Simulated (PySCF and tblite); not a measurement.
The numbers below are computed, except where a source is named.
## Barrier and rate of a rearrangement

System: C5H10GeSi, numbered as in [SiH3:1][C:2]1=[CH:3][C@H:4]([GeH3:5])[CH:6]=[CH:7]1.

Motion: shift of H on C4 from C4 to C6. Geometries: PBE0-D3(BJ)/def2-SVP; energies: BHandHLYP/pcSseg-1 + D3(BJ); zero-point and thermal terms from GFN2-xTB harmonic modes (soft modes blended into free rotors). Rates follow Eyring's equation with the number of equivalent paths and no tunnelling. Programs: tblite and PySCF.

| point | symmetry | E(GFN2) kcal/mol | E(DFT) kcal/mol | ZPE change kcal/mol | lowest mode cm⁻¹ | dipole D |
| --- | --- | --- | --- | --- | --- | --- |
| start | C1 | 0.0 | 0.0 | 0.00 | 50 | 1.37 |
| saddle | C1 | 28.3 | 32.7 | -2.46 | 1102i | 1.79 |
| end | C1 | 0.9 | 1.9 | 0.12 | 56 | 1.00 |

| Item | Value |
| --- | --- |
| Electronic barrier | 32.7 kcal/mol |
| Barrier with zero-point energy | 30.2 kcal/mol |
| ΔH‡ (298 K) | 30.2 kcal/mol |
| ΔS‡ (298 K, symmetry apart) | 0.4 cal/(mol K) |
| Paths | 1 equivalent path |
| End point | a different minimum |
| Mean lifetime of the start against this motion at 298 K | 56 years |
| Cost | 8.4 min on 1 thread of Intel Xeon Platinum 8488C, shared host (rough), peak memory 0.96 GiB, launched as `OMP_NUM_THREADS=1 python ens_run.py task.json out` |

```json
{"T/K": "298", "ΔG‡ kcal/mol": "30.1", "k s⁻¹": "5.7×10⁻¹⁰", "ΔG kcal/mol": "1.8", "k back s⁻¹": "1.2×10⁻⁸"}
{"T/K": "350", "ΔG‡ kcal/mol": "30.1", "k s⁻¹": "1.2×10⁻⁶", "ΔG kcal/mol": "1.7", "k back s⁻¹": "1.5×10⁻⁵"}
{"T/K": "400", "ΔG‡ kcal/mol": "30.1", "k s⁻¹": "0.00031", "ΔG kcal/mol": "1.7", "k back s⁻¹": "0.0026"}
{"T/K": "500", "ΔG‡ kcal/mol": "30.1", "k s⁻¹": "0.72", "ΔG kcal/mol": "1.6", "k back s⁻¹": "3.6"}
```

ΔG and ΔG‡ leave out symmetry numbers and mirror images; rates count paths: 1 out, 1 back.

Tunnelling of the moving H, left out here, will speed the real process. Spin–orbit effects of heavy atoms on shieldings are missing.
